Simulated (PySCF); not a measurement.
Ionisation energy along the 7-electron series

Calculated with PySCF 2.14 and a two-component X2C-1e Hamiltonian (Gaussian nucleus, no Breit or QED terms), each ion in its own even-tempered basis scaled to its charge; GMP2 freezes nothing and drops the highest virtual spinors. Values in eV. NIST values: (m) measured, (s) semi-empirical, (t) theoretical.

| ion | configuration | GHF (spin-free) | GMP2 (spin-free) | GHF (screened spin-orbit) | GMP2 (screened spin-orbit) | NIST |
| --- | --- | --- | --- | --- | --- | --- |
| Tl⁷⁴⁺ | [He] 2s2 2p3 | 20907.5 | 20907.8 | 20233.2 | 20233.6 | 20210 ± 90 (t) |
| Bi⁷⁶⁺ | [He] 2s2 2p3 | 22069.3 | 22069.6 | 21324.7 | 21325.1 | 21300 ± 110 (t) |

Q: Fill in the row of Pb⁷⁵⁺.

A: configuration: [He] 2s2 2p3; GHF (spin-free): 21483.9; GMP2 (spin-free): 21484.2; GHF (screened spin-orbit): 20775.2; GMP2 (screened spin-orbit): 20775.6; NIST: 20750 ± 100 (t).
